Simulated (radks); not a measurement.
Results of a calculation; reference values are marked as such.
Task: Excited configurations of La+: one electron is placed in a higher orbital outside [Xe] 5d1. The ground configuration is [Xe] 5d2. Code: a radial shooting solver on a logarithmic mesh with Libxc functionals. Model: scalar-relativistic Kohn-Sham, PBE, spin-polarised, spherical densities, point nucleus; open shells are filled with parallel spins first (spin-orbit coupling, left out, can overturn this in heavy ions). Excitation = E - E(ground); binding = E(ion) - E, where the ion is the core of charge +2; n* = 2/sqrt(2 binding) in atomic units, and the quantum defect is n - n*.

outer orbital  excitation (eV)  binding (eV)     n*  quantum defect  eigenvalue (eV)  <r> (bohr)
4f                       1.094        10.124  2.319           1.681           -3.918       1.502
6s                      -0.003        11.222  2.202           3.798           -8.768       4.000
6p                       3.054         8.164  2.582           3.418           -6.239       4.929
6d                       6.335         4.883  3.338           2.662           -3.715       7.436
6f                       8.684         2.535  4.634           1.366           -1.912       14.11
7p                       6.830         4.388  3.522           3.478           -3.486       9.490
7d                       8.190         3.028  4.240           2.760           -2.366       13.03
7f                       9.409         1.810  5.484           1.516           -1.430       21.25

Estimate the row for 7s.

Result: excitation (eV) 5.823; binding (eV) 5.396; n* 3.176; quantum defect 3.824; eigenvalue (eV) -4.341; <r> (bohr) 8.049. The Delta-SCF ionisation energy is 11.218 eV (NIST Atomic Spectra Database: 11.185 eV, measured). Self-interaction in the functional shifts the binding energies and quantum defects, so they are the method's values and not measured ones. Open shells are spherical and high-spin; term and fine-structure splittings are not resolved. Spin-orbit splitting is averaged out at the scalar-relativistic level. A negative excitation energy means that this level of theory puts the configuration below the NIST ground configuration.
